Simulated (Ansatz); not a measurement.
One change: `CC(C)[O][AlH2]` becomes `C[CH](C)[AlH][Cl]`.

Ansatz, PBE0-D4/def2-TZVP geometries, multiplicity 1. Each molecule was computed in one conformer, which needn't be the lowest.

| property | `CC(C)[O][AlH2]` |
| --- | --- |
| size of the dipole moment (ωB97M-V/def2-TZVPP) / D | 1.19 |
| HOMO energy (PBE/def2-TZVPP) / eV | -6.42 |
| HOMO–LUMO gap (ωB97M-V/def2-TZVPP) / eV | 10.79 |
| HOMO energy (ωB97M-V/def2-TZVPP) / eV | -10.12 |
| size of the dipole moment (PBE/def2-TZVPP) / D | 1.21 |
| HOMO–LUMO gap (B3LYP/def2-TZVPP) / eV | 6.51 |

**Question.** What does the change do to each property? (Estimate.)

**Answer.** Ansatz gave: 
```json
{"property": "size of the dipole moment (ωB97M-V/def2-TZVPP) / D", "`C[CH](C)[AlH][Cl]`": "1.83", "shift": "0.64"}
{"property": "HOMO energy (PBE/def2-TZVPP) / eV", "`C[CH](C)[AlH][Cl]`": "-6.25", "shift": "0.17"}
{"property": "HOMO–LUMO gap (ωB97M-V/def2-TZVPP) / eV", "`C[CH](C)[AlH][Cl]`": "10.04", "shift": "-0.75"}
{"property": "HOMO energy (ωB97M-V/def2-TZVPP) / eV", "`C[CH](C)[AlH][Cl]`": "-9.65", "shift": "0.47"}
{"property": "size of the dipole moment (PBE/def2-TZVPP) / D", "`C[CH](C)[AlH][Cl]`": "1.81", "shift": "0.60"}
{"property": "HOMO–LUMO gap (B3LYP/def2-TZVPP) / eV", "`C[CH](C)[AlH][Cl]`": "5.87", "shift": "-0.64"}
```

With PBE0 the HOMO rises by 0.35 eV and the LUMO falls by 0.30 eV, so the gap narrows by about 0.65 eV. PBE moves the HOMO by 0.17 eV and ωB97M-V by 0.47 eV. The zero-point energy changes by -28.2 kJ/mol with -3 modes. Dipoles are sizes alone; their direction can turn.

B3LYP here is the variant with VWN-RPA as its local correlation; programs differ in this.
